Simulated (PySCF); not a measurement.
Si(F)(Cl)(Et)(OH) (C₂H₆ClFOSi), SMILES Cl[Si](O)(F)CC.

Geometry optimised at B3LYP-D3(BJ)/def2-SVP. The values are those of a single conformer.

Computed with ωB97X/def2-TZVP (PySCF).

Isolated molecule, no solvent.

```yaml
total_energy: -1004.84719 hartree
highest_occupied_level: -11.44 eV
lowest_empty_level: 2.61 eV
orbital_gap: 14.06 eV
dipole_moment: 1.27 D
quadrupole, principal values (traceless, Buckingham form, about the centre of nuclear charge): -6.24, -4.04, 10.28 D·Å
mean_static_polarisability: 60.2 bohr³ (8.93 Å³)
polarisability_principal_values: 54.6, 59.9, 66.2 bohr³
```
